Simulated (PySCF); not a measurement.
# Reading the logs of faulty runs: BH6OSi2

These are calculations, not measurements. They come from PySCF 2.14.0, an open-source quantum chemistry program, on an isolated molecule that a program drew, which may never have been made. The molecule is BH6OSi2 (charge 0, doublet), drawn as the SMILES string `B[SiH]O[SiH3]`.

Each row is a Hartree-Fock (HF) and frozen-core CCSD(T) single point in the cc-pV(D+d)Z basis, meant for a local HF minimum. Run 1 is clean. Each other run has one planted mistake out of seven kinds, and not every kind appears here: one electron removed, one electron added, multiplicity raised by two, geometry at a saddle point, minimal basis STO-3G, one bond length entered in bohr, all coordinates scaled. The reference is restricted for singlets and unrestricted otherwise, and also for a bond in bohr. Adding or removing an electron swaps singlet and doublet. Electrons count all cores. HOMO and LUMO are orbital energies over both spins, the gradient is its largest component, and the lowest frequency (negative if imaginary) is given only where the gradient is small. Bond lengths are over the 9 bonds as drawn. T1 is the CCSD diagnostic: over 0.02 (restricted) or 0.045 (unrestricted) a single reference is doubtful.

Geometry of the clean run:
```xyz
10
BH6OSi2, angstrom
B     1.5539    0.6808    0.7100
Si    1.4439    1.9964   -0.6740
O     0.3006    2.0672   -1.8337
Si   -1.0615    1.4702   -2.5527
H     2.4610    0.7691    1.4897
H     0.7472   -0.2015    0.7980
H     2.3687    3.1216   -0.8857
H    -0.8142    0.0896   -3.0149
H    -2.1775    1.4783   -1.5856
H    -1.3881    2.3332   -3.7027
```

```
run  electrons  basis functions  <S^2>  HOMO (eV)  LUMO (eV)  gradient (hartree/bohr)  lowest frequency (cm^-1)  mean bond (Å)  longest bond (Å)      T1  HF (hartree)  CCSD(T) (hartree)                     mistake
  1         47              104  0.760      -7.89       0.91                  5.3e-06                        44         1.4992             1.913  0.0153    -680.93737         -681.45806                    no fault
  2         47              104  0.765      -7.72       0.79                  4.1e-02                         -         1.6476             2.102  0.0212    -680.86206         -681.40003      all coordinates scaled
  3         47              104  3.765      -5.19      -2.34                  8.8e-02                         -         1.4992             1.913  0.0234    -680.72833         -681.24509  multiplicity raised by two
  4         46              104  0.000     -16.74      -6.35                  7.5e-02                         -         1.4992             1.913  0.0176    -680.67652         -681.18054                           ?
```

**Which mistake was planted in run 4, and what did it cost?**

It counts 46 electrons, one fewer than the clean run, at the same geometry and basis. So the mistake is: one electron removed. Subtracting run 1 and multiplying by 627.51 kcal/mol a hartree, the energy moved by 163.7 kcal/mol in HF and 174.1 kcal/mol in CCSD(T).

